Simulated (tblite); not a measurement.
C2H9NSSi2.
Cartesian coordinates in Å at the GFN2-xTB level; atoms count from 1:
```xyz
15
C2H9NSSi2 angstrom
C     -2.0582    1.2075   -0.2301
C     -2.6227    0.0180   -0.1115
S     -1.9031   -1.4631    0.4892
Si     0.0813   -0.9357    1.1533
N      0.9963   -0.4558   -0.2227
Si     2.6301    0.1291   -0.3262
H     -2.6203    2.0409   -0.6159
H     -1.0356    1.3968    0.0477
H     -3.6487   -0.1560   -0.3999
H      0.5419   -2.1777    1.7587
H     -0.0240    0.1517    2.1197
H      0.5407   -0.5862   -1.1137
H      3.1200    0.1329    1.0475
H      3.3964   -0.7735   -1.1861
H      2.6015    1.4791   -0.8959
```

Computed with GFN2-xTB (tblite): harmonic, unscaled wavenumbers at the GFN2-xTB geometry, gas phase. The method is semi-empirical: single wavenumbers can be off by several per cent or more. Modes of hydrogen on silicon can be 10 to 20 % off. One conformer, not necessarily the lowest. The optimisation stopped once no atom felt more than 0.01 eV/Å.

Lowest wavenumbers of the output (negative numbers stand for imaginary wavenumbers):
```
mode    cm-1
  1     -47.3
  2      40.5
  3      59.7
  4      97.3
  5     124.5
  6     170.9
  7     213.0
  8     327.2
  9     393.4
 10     485.4
 11     526.8
 12     562.6
 13     567.1
 14     571.6
 15     593.8
```

Q: Is this structure a minimum?

A: Not by this Hessian. 1 mode is imaginary beyond 20i (47i cm⁻¹), so at this level the point lies at or near a first-order saddle. The curvature is small, so loose convergence or finite differences may be the whole cause.

Q: Which atoms move in the imaginary mode?

A: 47i: H14 (Si–H hydrogen) 32 %, H15 (Si–H hydrogen) 30 %, H13 (Si–H hydrogen) 23 %. These are shares of the mass-weighted motion.

Q: What is the remedy?

A: Step along that mode in both directions, optimise again with tighter thresholds and repeat the frequencies. The zero-point energy of this point (62.2 kcal/mol) counts the 38 real modes alone, and thermal corrections from it aren't those of a minimum.
